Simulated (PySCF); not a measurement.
## Input and output

[Lu(NH2)2]+ (singlet). PySCF 2.14.0, RKS PBE0, Lu def2-SVP with ECP28, N def2-SVP, H def2-SVP; non-relativistic Hamiltonian with scalar-relativistic core potentials where named; density fitting; no spin-orbit coupling. Purpose: finer grid at the relaxed geometry.

```python
mol = gto.M(atom='''
Lu    -0.00000     0.00000    -0.25161
N      1.58194    -0.16223     0.96551
H      2.57194    -0.26496     0.73665
H      1.52099    -0.15780     1.98543
N     -1.58194     0.16223     0.96551
H     -2.57194     0.26496     0.73665
H     -1.52099     0.15780     1.98543''',
    basis={'Lu': 'def2-SVP', 'N': 'def2-SVP', 'H': 'def2-SVP'},
    ecp={'Lu': 'def2-SVP'},
    charge=1, spin=0)
mf = dft.RKS(mol, xc='PBE0')
mf.grids.atom_grid = (75, 302)  # f atoms: unpruned, at least (60, 302)
mf = mf.density_fit()  # fitting sets: Lu def2-universal-JKFIT, N def2-universal-JKFIT, H def2-universal-JKFIT
mf.conv_tol = 1e-09; mf.max_cycle = 55
mf.kernel(dm0)  # dm0: converged density of the relaxed state
mf.nuc_grad_method().kernel()
```

Run from Python with OMP_NUM_THREADS=2; the lines above give its settings. Where DIIS fails, smearing, a level shift and second-order steps follow.
It took 29 s on 2 threads of Intel(R) Xeon(R) 6975P-C (Granite Rapids), on a shared host, with gradient, populations and further properties, from an already converged density.

(1) Where do the frontier levels lie, over both spins?

(2) What are the Mulliken charges and spins?

(3) What forces act on the atoms (eV/Å)?

Results:

(1) HOMO -11.79 eV, LUMO -7.07 eV. 

(2) 
| atom | charge (e) | spin (e) |
| --- | --- | --- |
| Lu1 | 1.342 | 0.000 |
| N2 | -0.519 | 0.000 |
| H3 | 0.170 | 0.000 |
| H4 | 0.178 | 0.000 |
| N5 | -0.519 | 0.000 |
| H6 | 0.170 | 0.000 |
| H7 | 0.178 | 0.000 |

(3) 
```
Lu   0.00  0.00  0.01
N    0.01  0.00 -0.01
H    0.00  0.00  0.00
H    0.00  0.00  0.00
N   -0.01  0.00 -0.01
H    0.00  0.00  0.00
H    0.00  0.00  0.00
```
Forces carry noise of the integration grid, about 0.01 to 0.03 eV/Å.
